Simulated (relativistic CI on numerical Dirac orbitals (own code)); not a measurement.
Cr³⁺: 2p photoemission

Computed with this model: Dirac-Coulomb-Breit CI, separate exchange-only KLI orbitals for each configuration, QED by a radiative potential, multiplet model of photoemission in the sudden approximation, unscaled Slater integrals; configurations [Ar] 3d3 → [He] 2s2 2p5 3s2 3p6 3d3; 300 K; Lorentzian 0.5 eV and Gaussian 0.6 eV FWHM. Energies are those of the free ion, without screening or charge transfer. The energies are binding energies and can lie tens of eV above those of solids. S is read from ⟨S²⟩ = S(S + 1).

Field parameters in Wybourne normalisation: Oh B⁴₀ = 21Dq, B⁴₄ = √(5/14) B⁴₀. The field is a parameter set, without covalency.

free ion: ground-state S = 1.50, centroid 631.03 eV. Peaks (eV, height): 626.5 (98), 627.8 (100), 631.7 (23), 633.2 (8), 634.2 (8), 637.4 (42), 638.7 (26), 640.7 (9), 642.0 (11).

Oh, 10Dq = 4100 cm⁻¹: ground-state S = 1.50, centroid 631.06 eV. Peaks (eV, height): 626.5 (100), 627.8 (88), 632.1 (17), 634.7 (12), 636.6 (47), 640.8 (7).

Oh, 10Dq = 11400 cm⁻¹: ground-state S = 1.50, centroid 631.06 eV. Peaks (eV, height): 626.6 (100), 627.7 (74), 630.3 (10), 632.7 (13), 635.5 (16), 637.0 (54), 640.3 (10).

Oh, 10Dq = 18650 cm⁻¹: ground-state S = 1.50, centroid 631.06 eV. Peaks (eV, height): 626.6 (100), 627.8 (76), 630.3 (12), 632.2 (8), 633.6 (12), 637.5 (47), 641.0 (8).

Oh, 10Dq = 33150 cm⁻¹: ground-state S = 1.50, centroid 631.06 eV. Peaks (eV, height): 626.6 (100), 627.8 (78), 630.9 (14), 633.3 (7), 635.2 (20), 637.6 (43).

Oh, 10Dq = 40400 cm⁻¹: ground-state S = 1.50, centroid 631.06 eV. Peaks (eV, height): 626.7 (100), 627.9 (78), 631.0 (15), 632.9 (7), 635.9 (28), 637.8 (33).

Strongest unbroadened transitions for Oh, 10Dq = 40400 cm⁻¹:

```tsv
Energy (eV)	Relative strength
626.64	100.0
627.83	26.4
627.84	39.8
628.56	31.3
628.80	8.0
630.97	5.2
631.09	3.3
631.66	2.9
635.10	2.7
635.52	4.9
635.91	7.9
636.88	6.1
637.05	4.3
637.41	6.9
637.67	6.0
637.82	7.7
638.18	6.4
638.23	7.2
```
